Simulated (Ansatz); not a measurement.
Relaxation of CH5O2SbSi (10 atoms, charge 0, multiplicity 1), to a largest force component of 0.02 eV/Å in at most 50 steps.

Level of theory: RKS PBE0/def2-SVP in Ansatz 0.2.0.

```xyz
10
Properties=species:S:1:pos:R:3
O -2.266 0.363 0.154
Sb -0.748 0.621 1.402
C 0.572 0.961 -0.237
Si 1.029 -0.842 -0.324
O -0.086 -1.276 0.974
H -2.920 -0.207 0.605
H 1.529 1.540 0.081
H 0.143 1.362 -1.141
H -0.221 -2.253 0.879
H 2.358 -1.156 0.028
```

Problem. Where does it end, and by what steps?

Solution. It converged. After 17 steps the energy has fallen by 1.836 eV; H10 moved furthest, 1.37 Å.

```json
{"step": "0", "energy less start (eV)": "0.0000", "largest force component (eV/Å)": "5.029", "accepted": "yes"}
{"step": "1", "energy less start (eV)": "-1.1617", "largest force component (eV/Å)": "2.298", "accepted": "yes"}
{"step": "2", "energy less start (eV)": "-1.4708", "largest force component (eV/Å)": "1.136", "accepted": "yes"}
{"step": "3", "energy less start (eV)": "-1.5765", "largest force component (eV/Å)": "0.532", "accepted": "yes"}
{"step": "4", "energy less start (eV)": "-1.6413", "largest force component (eV/Å)": "0.366", "accepted": "yes"}
{"step": "5", "energy less start (eV)": "-1.6587", "largest force component (eV/Å)": "0.454", "accepted": "yes"}
{"step": "6", "energy less start (eV)": "-1.6851", "largest force component (eV/Å)": "0.253", "accepted": "yes"}
{"step": "7", "energy less start (eV)": "-1.7110", "largest force component (eV/Å)": "0.664", "accepted": "yes"}
{"step": "8", "energy less start (eV)": "-1.7250", "largest force component (eV/Å)": "1.167", "accepted": "yes"}
{"step": "9", "energy less start (eV)": "-1.7691", "largest force component (eV/Å)": "0.854", "accepted": "yes"}
{"step": "10", "energy less start (eV)": "-1.8064", "largest force component (eV/Å)": "0.399", "accepted": "yes"}
{"step": "11", "energy less start (eV)": "-1.8259", "largest force component (eV/Å)": "0.231", "accepted": "yes"}
{"step": "12", "energy less start (eV)": "-1.8216", "largest force component (eV/Å)": "0.345", "accepted": "no"}
{"step": "13", "energy less start (eV)": "-1.8318", "largest force component (eV/Å)": "0.117", "accepted": "yes"}
{"step": "14", "energy less start (eV)": "-1.8335", "largest force component (eV/Å)": "0.086", "accepted": "yes"}
{"step": "15", "energy less start (eV)": "-1.8352", "largest force component (eV/Å)": "0.101", "accepted": "yes"}
{"step": "16", "energy less start (eV)": "-1.8355", "largest force component (eV/Å)": "0.032", "accepted": "yes"}
{"step": "17", "energy less start (eV)": "-1.8356", "largest force component (eV/Å)": "0.011", "accepted": "yes"}
```

```xyz
10
Properties=species:S:1:pos:R:3
O -2.203 0.256 0.602
Sb -0.343 0.389 1.343
C 0.664 0.774 -0.470
Si 1.620 -0.951 -0.256
O -0.032 -1.587 0.551
H -2.858 0.108 1.296
H 1.309 1.667 -0.455
H -0.031 0.818 -1.322
H -0.737 -1.777 -0.086
H 2.001 -0.583 1.218
```

Whether the end is a true minimum wasn't checked by a vibrational analysis.

Time of the run: 58 s on 2 threads of Intel(R) Xeon(R) Platinum 8488C (Sapphire Rapids), on a shared host, peak memory 0.3 GiB.
